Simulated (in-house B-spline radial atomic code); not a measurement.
# Ionising Mo VI (Mo5+) with different functionals

Computed with a B-spline radial code for spherical atoms: scalar-relativistic (spin-free X2C) Hamiltonian, Fermi nucleus of rms radius 4.4091 fm, spin-polarised at highest spin, spherical fractional occupations for the functionals, and exact exchange of hybrids averaged over the configuration. The ionisation energy is the difference of two self-consistent energies, [Kr] 4d1 → [Ar] 3d10 4s2 4p6, without Breit or QED terms; ε is the level of the shell that loses the electron (its least bound occupied spin orbital). There is no spin-orbit coupling in this Hamiltonian.

| method | rung | ΔSCF (eV) | -ε(4d) (eV) |
| --- | --- | --- | --- |
| PBE0 | global hybrid | 68.73 | 63.28 |
| B3LYP | global hybrid | 68.78 | 62.90 |
| TPSSh | global hybrid | 68.56 | 61.94 |
| BHandHLYP | global hybrid | 68.60 | 65.08 |
| r2SCAN0 | global hybrid | 68.33 | 63.04 |
| B97-1 | global hybrid | 68.66 | 62.84 |
| HSE06 | range-separated hybrid | 68.69 | 62.83 |
| CAM-B3LYP | range-separated hybrid | 68.77 | 64.80 |
| LC-wPBE | range-separated hybrid | 68.80 | 66.33 |

Question: Among the functionals, which spreads more, the ΔSCF values or the orbital energies?

Answer: The orbital energies: ΔSCF values span about 0.47 eV and the orbital energies 4.39 eV; here energy differences depend much less on the functional than eigenvalues do.

Question: How do they compare with the NIST value?

Answer: NIST lists 68.827 eV (measured, ground level to ground level). Errors run from -0.50 to -0.03 eV; LC-wPBE is closest (-0.03 eV), but part of that can be cancellation, since the calculations leave out spin-orbit coupling, Breit-QED terms, multiplet and fine-structure energies.
